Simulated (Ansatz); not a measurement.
Gas-phase electronic energies from Ansatz, PBE0-D4/def2-TZVP geometries. CBS: MP2 limit from def2 TZ/QZ plus the TZ coupled-cluster correction, frozen cores. This one scheme is used for every species. Functionals use def2-TZVPP. B3LYP here is the variant with VWN-RPA as its local correlation; programs differ in this. def2 core potentials past Kr. For Sb outer-core shells are correlated without core-valence functions, which leaves a few kJ/mol of doubt a bond.

Consider the hydrogenolysis of the Sb–C bond: `[BH2][Sb]([CH3])[CH3]` + H₂ → `[BH2][SbH][CH3]` + CH₄.

Task: Is it downhill or uphill in electronic energy at CCSD(T)/CBS, and by how much? (Best estimate.)

Result: The calculation gave: Downhill: ΔE = -46.2 kJ/mol.

Task: What do these levels give: PBE0-D4, B3LYP-D4, ωB97X-V, ωB97M-V, B2PLYP, r2SCAN, PBE0, HF/def2-TZVPP, MP2/def2-TZVPP, CCSD/def2-TZVPP, SCS-MP2/def2-QZVPP, MP2/CBS(def2)? (Best estimate.)

Result: Computed: PBE0-D4 -54.1, B3LYP-D4 -53.8, ωB97X-V -55.3, ωB97M-V -53.9, B2PLYP -56.7, r2SCAN -54.1, PBE0 -59.5, HF/def2-TZVPP -77.7, MP2/def2-TZVPP -43.1, CCSD/def2-TZVPP -56.5, SCS-MP2/def2-QZVPP -46.4, MP2/CBS(def2) -38.3 kJ/mol.

Largest T1 diagnostic among the species: 0.015.

The D4 term adds +9.7 kJ/mol with B3LYP and +5.4 kJ/mol with PBE0; it sums over pairs of atoms, weighted by their polarisabilities, and B3LYP, whose exchange is more repulsive, gets the larger term. From PBE to PBE0 (25 % exact exchange), in def2-TZVPP and without D4, ΔE moves by −4.4 kJ/mol.
